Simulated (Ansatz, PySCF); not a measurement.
Gas-phase reaction (SMILES): [Cl][GaH][Cl] + Cl (HCl) -> [Cl][Ga]([Cl])[Cl] + [H][H] (H2); hydrogen chloride cleaves one Ga-H bond, a model of a ligand-exchange step.

Structures are relaxed separately at B3LYP-D3(BJ)/def2-TZVP in Ansatz (a program for electronic structure). Correlated levels leave the core frozen unless marked. Spin-orbit coupling is left out. The frozen core is the preceding noble-gas configuration, with the filled d and f shells of earlier blocks. Non-relativistic. Basis-set limits of correlation are two-point, X^-3; Hartree-Fock from the larger set. Thermal terms are rigid-rotor harmonic-oscillator values from B3LYP-D3(BJ) frequencies (Ansatz or PySCF) at 298.15 K and 1 atm. 1 Eh = 627.5095 kcal/mol.

| species | E, CCSD(T)/CBS(def2-TZVPPD,def2-QZVPPD) (Ansatz) (Eh) | E, B3LYP-D3(BJ)/def2-TZVPD (Ansatz + dftd3) (Eh) | H - E (Eh) |
|---|---|---|---|
| [Cl][GaH][Cl] | -2843.62505 | -2846.07686 | 0.01470 |
| Cl (HCl) | -460.37886 | -460.83744 | 0.01000 |
| [Cl][Ga]([Cl])[Cl] | -3302.86455 | -3305.76546 | 0.01048 |
| [H][H] (H2) | -1.17452 | -1.17983 | 0.01336 |

Q: Work out ΔE and ΔH at 298.15 K at the first level, then ΔH at the second.

A: 
1. ΔE = [(-3302.86455) + (-1.17452)] - [(-2843.62505) + (-460.37886)] = -0.03516 Eh = -22.1 kcal/mol at CCSD(T)/CBS(def2-TZVPPD,def2-QZVPPD).
2. The terms H - E add up to -0.00086 Eh, so ΔH = (-0.03516 + (-0.00086))×627.5095 = -22.6 kcal/mol.
3. At B3LYP-D3(BJ)/def2-TZVPD the same steps give ΔE = -19.4 and ΔH = -20.0 kcal/mol, a shift of +2.6 from the first level.
4. These values are not checked against measurement here, since the tables used lack a sound gas-phase enthalpy of formation for at least one species.
